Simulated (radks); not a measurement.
Fractional charge and spin in the 3d shell of cobalt: the spin-up occupation runs from 3 to 4 and the spin-down occupation from 2 to 3; the fullest corner is Co, [Ar] 4s2 3d(up 4, down 3). All-electron calculation, non-relativistic Kohn-Sham, PBEsol, spin-polarised, spherical densities, point nucleus. Program: a radial shooting solver on a logarithmic mesh with Libxc functionals. Energy (eV) minus the two flat planes that join the four corners (they meet along the diagonal where the two added fractions sum to one electron); zero is where a piecewise linear energy would lie.

\begin{tabular}{lrrr}
down \ up & 3 & 3.5 & 4 \\ \hline
2 & 0.000 & -2.200 & 0.000 \\
2.5 & -2.170 & 0.268 & -1.754 \\
3 & 0.000 & -1.783 & 0.000 \\
\end{tabular}

Corners above the fullest one (they belong to Co+ and the next ion): (up 4, down 2) 14.739 eV, (up 3, down 3) 15.811 eV, (up 3, down 2) 47.490 eV. With half an added electron in each spin the energy lies 0.268 eV from the planes, and with half an added electron in spin up alone -2.200 eV. The planes are only a guide here: the flat-plane condition holds for ground states with one frontier orbital, while this shell lies below other occupied shells, so the corners above the fullest one are inner-hole states and not the ground states of those ions.
